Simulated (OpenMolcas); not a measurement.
# Ionisation energies of dysprosium

```json
{
 "Program": "OpenMolcas",
 "Basis": "ANO-RCC-VDZP [7s6p4d2f1g]",
 "Scalar Hamiltonian": "DKH2, point nucleus",
 "Spin-orbit coupling": "state interaction with AMFI integrals over the reference wave functions, term energies averaged over their components"
}
```

Active shells in each charge state: the valence f shell, with orbitals averaged over the low states. Where CASPT2's correlated closed shells are named, they are those of the first ion.

A. CASSCF
B. SS-CASPT2, IPEA 0.25 Eh, imaginary shift 0.1 Eh (closed shells correlated: 5s 5p)
C. SS-CASPT2, IPEA 0 Eh, imaginary shift 0.1 Eh (closed shells correlated: 5s 5p)
D. SS-CASPT2, IPEA 0.25 Eh, imaginary shift 0.1 Eh (closed shells correlated: 4d 5s 5p)

Energies in eV between the lowest computed levels, named as in B; reference values from the NIST Atomic Spectra Database with their kind.

```tsv
From	To	A	B	C	D	Spin-orbit share in B	Reference
Dy2+ 4f¹⁰ ⁵I₈	Dy3+ 4f⁹ ⁶H°_15/2	19.256	23.242	23.316	23.309	+0.194	22.890 (semi-empirical)
Dy3+ 4f⁹ ⁶H°_15/2	Dy4+ 4f⁸ ⁷F₆	38.324	41.737	41.832	41.823	+0.217	41.230 (semi-empirical)
```

The lowest level within the active space need not be the ion's true ground level.

° marks odd parity.
